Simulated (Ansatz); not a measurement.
```yaml
crystal:
  periodic: [false, false, false]
  atoms:
    - {symbol: S, position_ang: [-0.606242, 2.184812, 0.403540]}
    - {symbol: C, position_ang: [0.799658, 1.156730, 0.341683]}
    - {symbol: C, position_ang: [0.906707, -0.149314, 0.071151]}
    - {symbol: In, position_ang: [-0.648203, -1.519400, -0.402946]}
    - {symbol: H, position_ang: [-1.524402, 1.249504, 0.096813]}
    - {symbol: H, position_ang: [1.685085, 1.750006, 0.571213]}
    - {symbol: H, position_ang: [1.922928, -0.536475, 0.103233]}
    - {symbol: H, position_ang: [-0.247432, -3.162729, -0.719331]}
    - {symbol: H, position_ang: [-2.288088, -0.973124, -0.465356]}
basis:
  gaussian: {orbitals: def2-SVP}
hamiltonian: {xc: {name: HF}}
correlation: {method: mp2, frozen_orbitals: {S: 9}}
```

```sh
$ ansatz run in.yaml --threads 4 --pin off --events-out ev --progress --plain --max-ram 10444MiB
```

Question: How does Ansatz answer? (Estimate.)

Answer: Ansatz gave: The input was rejected before any iteration.
```
Functional definition: HF
Error: "frozen_orbitals" has no count for C
```
